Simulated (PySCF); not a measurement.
## Electron correlation in I³⁺ (iodine, charge +3)

[Kr] 4d10 5s2 5p2, high-spin 3P determinant. Calculation: PySCF 2.14, in aug-cc-pVQZ-DK3; scalar relativity by spin-free X2C-1e. Frozen: [Kr] 4d10; 4 electrons correlated.

```json
{"level": "CCSD", "correlation energy (mhartree)": "-65.46"}
{"level": "(T)", "correlation energy (mhartree)": "-1.35"}
{"level": "CCSD(T)", "correlation energy (mhartree)": "-66.81"}
```

Diagnostics: T1 = 0.0057, D1 = 0.0148, largest double amplitude 0.088.

Cost of the coupled-cluster step: of the order of 14 core-seconds, for 4 correlated electrons.
